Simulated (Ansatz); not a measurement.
Total energies of Sn₃H₈ from Ansatz at PBE-D4/def2-TZVP, gas phase (1 Eh = 27.2114 eV = 2625.5 kJ/mol). The reference geometry is relaxed at PBE0-D4/def2-SVP.

| state | geometry | energy (Eh) |
| --- | --- | --- |
| charge 0 singlet | reference | -647.65937 |
| charge 1 doublet | reference | -647.33585 |
| free Sn atom (triplet) | – | -214.24935 |
| free H atom (doublet) | – | -0.49962 |

In the def2 sets Sn takes a core potential; there is no spin–orbit coupling.

Problem. Work out the vertical ionisation energy to the doublet.

Solution. E(charge 1 doublet) − E(charge 0 singlet) = -647.33585 − (-647.65937) = 0.32352 Eh = 8.80 eV. For comparison, −ε of the highest occupied level is 6.43 eV at this level, 2.37 eV less.

Problem. What is the binding energy per atom against free atoms?

Solution. Atoms: 3 × (-214.24935) + 8 × (-0.49962) = -646.74501 Eh. Binding: -646.74501 − (-647.65937) = 0.91436 Eh = 24.88 eV, or 2.26 eV for each of 11 atoms (no zero-point energy, no counterpoise term).
